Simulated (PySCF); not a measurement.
An unknown is described by computed data only.

Elements present: B, C, H and N. Monoisotopic mass: 121.1063 u.

- Polarisability: 106.3 au [PBE0/def2-SVPD]
- 1H NMR: chemical shifts (computed TMS as zero) by class: 2.26 (3 H), 1.96 (3 H), 1.14 (6 H) ppm [GIAO CAM-B3LYP/pcSseg-1]
- Valence photoelectron: vertical ionisation energy: 9.21 eV [ΔSCF PBE0/def2-SVPD]
- Rotational structure: rotational constants A, B, C: 1.745, 1.438, 0.855 GHz [PBE0-D3(BJ)/def2-SVP]
- 13C NMR: chemical shifts (computed TMS as zero) by class: 183.6 (1 C), 126.4 (1 C), 125.9 (1 C), 28.0 (1 C), 25.2 (1 C), 16.4 (2 C) ppm [GIAO CAM-B3LYP/pcSseg-1]
- NMR, other nuclei: isotropic shieldings of nuclei other than C and H, by class: 16 (1 B), -60 (1 N) ppm [GIAO CAM-B3LYP/pcSseg-1]

Electronic properties: PySCF, gas phase, density fitting. Levels stand in brackets. Isolated species at its PBE0-D3(BJ)/def2-SVP geometry, gas phase. NMR values are class means; diastereotopic atoms form classes of their own.

Question: Which formula fits the mass and the elements?

Answer: C7H12BN (calculated 121.1063). No other formula that holds each of these elements comes within 0.0003 u with a fitting electron parity and a possible valence count.

Question: Give a SMILES that accounts for the data.

Answer: Numbering: `[CH3:1][B:2]([CH3:3])[C:4]([C:5]#[N:6])=[C:7]([CH3:8])[CH3:9]`. 7 carbons fall into 6 classes; from least to most shielded: fully substituted alkene carbon [C7] (183.6 ppm), fully substituted alkene carbon [C4] (126.4 ppm), nitrile carbon [C5] (125.9 ppm), allylic carbon [C8] (28.0 ppm), allylic carbon [C9] (25.2 ppm), sp3 carbon bound to boron [C1/C3] (16.4 ppm, 2 C, up to 2.3 ppm apart in this geometry). Hydrogen classes from least to most shielded: 3 H on an allylic carbon, C8 (2.26 ppm, a mean of values up to 1.3 ppm apart in this geometry), 3 H on an allylic carbon, C9 (1.96 ppm, a mean of values up to 0.7 ppm apart in this geometry), 6 H on 2 like atoms (sp3 carbon bound to boron), C1/C3 (1.14 ppm, a mean of values up to 0.5 ppm apart in this geometry). The other shieldings belong to: 16 ppm, three-coordinate boron [B2]; -60 ppm, nitrile nitrogen [N6]. The first electron is taken from the HOMO, whose largest Löwdin shares are 0.25 on a fully substituted alkene carbon, 0.22 on a fully substituted alkene carbon, 0.18 on the nitrile nitrogen and 0.11 on the nitrile carbon. The optimised geometry has point group C1 and is an asymmetric top. Structure: `CB(C)C(C#N)=C(C)C`. Computed isomers that give other values at the same levels: `CC[BH2-][n+]1ccccc1` (rotational constant A: 4.239 GHz; this holds for the one conformer computed); `CC#C[BH2-][N+]#CCCC` (13C chemical shifts (computed TMS as zero) by class: 120.1 (1 C), 97.5 (1 C), 94.5 (1 C), 22.1 (1 C), 19.3 (1 C), 15.4 (1 C), 4.6 (1 C) ppm); `N#CCB1CCCCC1` (rotational constant A: 3.420 GHz; this holds for the one conformer computed). The assignments are read from this structure; whether some other isomer fits the data as well wasn't checked.

The values belong to the conformer `[CH3:1][B:2]([CH3:3])[C:4]([C:5]#[N:6])=[C:7]([CH3:8])[CH3:9]`: C1–B2–C4–C5 142°.
